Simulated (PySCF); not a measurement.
Species: 3-hydroxybenzoic acid, C7H6O3.
SMILES with atom numbers: `[O:1]=[C:2]([OH:3])[c:4]1[cH:5][cH:6][cH:7][c:8]([OH:9])[cH:10]1`

Geometry (PBE0-D3(BJ)/def2-SVP, Å), atoms numbered from 1 in this order:
```
atom  x, y, z in Å
O1     2.4594   -1.5983   -0.5384
C2     2.0646   -0.4596   -0.5850
O3     2.8423    0.5513   -0.9944
C4     0.6950   -0.0278   -0.2036
C5     0.2786    1.3022   -0.3001
C6    -1.0240    1.6304    0.0727
C7    -1.9001    0.6551    0.5356
C8    -1.4793   -0.6779    0.6318
O9    -2.3657   -1.5859    1.0857
C10   -0.1791   -1.0151    0.2598
H11    3.6992    0.1581   -1.2178
H12    0.9700    2.0623   -0.6639
H13   -1.3651    2.6658    0.0014
H14   -2.9221    0.9014    0.8302
H15   -1.9498   -2.4546    1.1062
H16    0.1845   -2.0450    0.3199
```

Definitions: NICS(0) = −σiso at the ring centroid; NICS(1) = −σiso and NICS(1)zz = −σzz at ±1 Å along the ring normal z. Level: GIAO CAM-B3LYP/pcSseg-1 (PySCF, non-relativistic, gas phase) on the PBE0-D3(BJ)/def2-SVP geometry, one conformer.

Ring bond lengths (Å): C4–C5 1.397, C5–C6 1.394, C6–C7 1.390, C7–C8 1.401, C8–C10 1.394, C10–C4 1.398.

**Question.** What do the NICS probes read (ppm)?

**Answer.** 
```
              ring                                              type  NICS(0)  NICS(1), two faces  NICS(1)zz, two faces  rms pucker (Å)  centre to ring atoms, mean (Å)
C4–C5–C6–C7–C8–C10  6-membered carbocycle; formal bonds all aromatic     -9.5       -11.0 / -11.0         -26.2 / -26.2            0.00                            1.40
```

**Question.** What do they say, and how far can they be read as aromaticity?

**Answer.** 
- C4–C5–C6–C7–C8–C10: mean NICS(1)zz -26.2 ppm, shielded. For a flat ring without four-coordinate atoms the NICS criterion counts such a value as aromatic.

**Question.** How equal are the bonds by HOMA? HOMA = 1 − mean of α(R − Ropt)² over the ring bonds, with Krygowski's 1993 parameters (CC: Ropt 1.388 Å, α 257.7 Å⁻²).

**Answer.** 
- C4–C5–C6–C7–C8–C10: HOMA 0.98 = 1 − EN − GEO, with mean bond length 1.396 Å, EN = α(Ropt − mean)² = 0.015 and GEO = α × variance = 0.003. The geometric and the magnetic index point the same way.

**Question.** What field does 11.7 T along the ring normal induce along that normal at the first NICS(1) probe listed for ring C4–C5–C6–C7–C8–C10, 1 Å off the ring?

**Answer.** NICSzz × B0 = -26.2 ppm × 11.7 T = -307 μT, against the applied field.

**Question.** List the ring angles.

**Answer.** 
- C4–C5–C6–C7–C8–C10: C4 120.6°, C5 119.0°, C6 120.8°, C7 120.1°, C8 119.5°, C10 120.1°; sum 720.0° against 720° for a flat convex ring.

**Question.** How do the values depend on the level or the medium?

**Answer.** 
```tsv
level	NICS(0), C4–C5–C6–C7–C8–C10	mean NICS(1)zz, C4–C5–C6–C7–C8–C10
CAM-B3LYP/pcSseg-1, gas	-9.5	-26.2
PBE0/pcSseg-1, gas	-9.5	-26.0
```

The geometry is the same throughout.
